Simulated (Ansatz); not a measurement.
Relaxation of C$_{2}$H$_{7}$FGaN (12 atoms, charge 0, multiplicity 1), to a largest force component of 0.03 eV/Å in at most 50 steps.

Method: UKS BHLYP-D4/def2-SVP (Ansatz 0.2.0).

```xyz
12
Properties=species:S:1:pos:R:3:forces:R:3
Ga -1.848 0.270 -1.038 -4.52 -0.85 -0.33
F -0.261 -2.352 -0.661 -0.40 -0.39 -0.05
N -0.573 0.554 0.214 0.03 -0.03 0.00
C -0.001 0.198 1.466 -0.03 0.02 0.00
C 0.248 0.648 -0.914 4.43 1.09 0.18
H 0.375 -1.706 -0.624 0.39 0.27 0.09
H -0.261 0.747 -1.903 0.14 0.00 0.11
H 0.711 0.950 1.833 0.01 0.02 -0.01
H -0.793 0.098 2.212 0.03 -0.01 0.01
H 0.533 -0.765 1.426 0.04 -0.04 0.01
H 0.970 -0.185 -1.080 -0.09 -0.03 -0.02
H 0.900 1.544 -0.931 -0.03 -0.04 0.00
```

Problem. Where does it end, and by what steps?

Solution. The forces met the threshold. After 27 steps the energy has fallen by 3.023 eV; F2 moved furthest, 1.68 Å. Parted: Ga1–C5, Ga1–H7, F2–H6. Joined: Ga1–F2, N3–H6.

| step | energy less start (eV) | largest force component (eV/Å) | accepted |
| --- | --- | --- | --- |
| 0 | 0.0000 | 4.517 | yes |
| 1 | -0.6774 | 2.124 | yes |
| 2 | -1.0663 | 1.451 | yes |
| 3 | -1.2387 | 0.838 | yes |
| 4 | -1.4118 | 0.508 | yes |
| 5 | -1.5245 | 1.325 | yes |
| 6 | -1.6313 | 0.861 | yes |
| 7 | -1.5623 | 1.453 | no |
| 8 | -1.6626 | 0.475 | yes |
| 9 | -1.6753 | 0.203 | yes |
| 10 | -1.6779 | 0.053 | yes |
| 11 | -1.6800 | 0.055 | yes |
| 12 | -1.6829 | 0.210 | yes |
| 13 | -1.6872 | 0.138 | yes |
| 14 | -1.7074 | 0.205 | yes |
| 15 | -1.7207 | 0.314 | yes |
| 16 | -1.7553 | 1.063 | yes |
| 17 | -1.8354 | 0.989 | yes |
| 18 | -2.0112 | 1.846 | yes |
| 19 | -2.2692 | 4.823 | yes |
| 20 | -2.7199 | 1.080 | yes |
| 21 | -2.8284 | 1.112 | yes |
| 22 | -2.9927 | 0.555 | yes |
| 23 | -3.0181 | 0.182 | yes |
| 24 | -3.0212 | 0.096 | yes |
| 25 | -3.0220 | 0.037 | yes |
| 26 | -3.0225 | 0.077 | yes |
| 27 | -3.0229 | 0.008 | yes |

```xyz
12
Properties=species:S:1:pos:R:3
Ga -2.416 -0.288 -0.614
F -1.886 -1.995 -0.910
N -0.084 -0.180 -0.060
C 0.189 0.071 1.339
C 0.708 0.617 -0.971
H 0.007 -1.166 -0.273
H 0.481 0.337 -2.002
H -0.086 1.099 1.591
H -0.410 -0.599 1.960
H 1.247 -0.071 1.598
H 1.788 0.498 -0.811
H 0.463 1.676 -0.848
```

Run time: 3.1 min on 4 threads of Arm Neoverse N1 (shared host), peak memory 0.45 GiB.
